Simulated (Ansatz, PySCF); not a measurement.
Spin states of BrOTa (SMILES [O]=[Ta][Br]), each relaxed with B3LYP-D3(BJ)/def2-TZVP.
State 1 (charge 0, multiplicity 3):
```xyz
3

Ta     0.532    -0.322     0.396
O      1.238    -0.102    -1.148
Br    -1.804     0.472     0.682
```
State 2 (charge 0, multiplicity 1):
```xyz
3

Ta     0.558    -0.348     0.448
O      1.130    -0.068    -1.128
Br    -1.721     0.463     0.610
```

Singlets are restricted, other states unrestricted; no spin–orbit coupling, no relativity up to Kr; see below for the cores. The largest T1 diagnostic is 0.029.

Correlated levels freeze the inner cores; with def2 sets outer-core shells near the valence are correlated too. CBS: X⁻³ extrapolation of the correlation energy, Hartree–Fock from the larger set.

Codes used: Ansatz (Gaussian basis) for Hartree–Fock, density functionals and correlated methods; PySCF for the dispersion terms.  In def2 rows elements past Kr take small-core potentials, without spin–orbit coupling.

```tsv
level	energy of the multiplicity-1 state less that of the multiplicity-3 state (kcal/mol)
BLYP-D3(BJ)/def2-TZVPP	1.89
BLYP-D4/def2-TZVPP	1.84
r2SCAN-D4/def2-TZVPP	13.36
B3LYP/def2-TZVPP	5.19
B2PLYP-D3(BJ)/def2-TZVPP	3.04
CCSD/def2-TZVPP	4.18
CCSD/def2-QZVPP	4.55
CCSD(T)/def2-TZVPP	…
CCSD(T)/CBS(def2-TZVPP, def2-QZVPP)	…
```

Problem. Complete the blanks.

Solution. 
- CCSD(T)/def2-TZVPP, energy of the multiplicity-1 state less that of the multiplicity-3 state (kcal/mol): -1.23
- CCSD(T)/CBS(def2-TZVPP, def2-QZVPP), energy of the multiplicity-1 state less that of the multiplicity-3 state (kcal/mol): -0.90

Doubts at one or more of the structures used: a restricted determinant that unrestricted orbitals would lower (B2PLYP-D3(BJ)/def2-TZVPP, CCSD/def2-TZVPP, CCSD/def2-QZVPP, CCSD(T)/def2-TZVPP, CCSD(T)/CBS(def2-TZVPP, def2-QZVPP)).

Ansatz is a quantum-chemistry and plane-wave program.
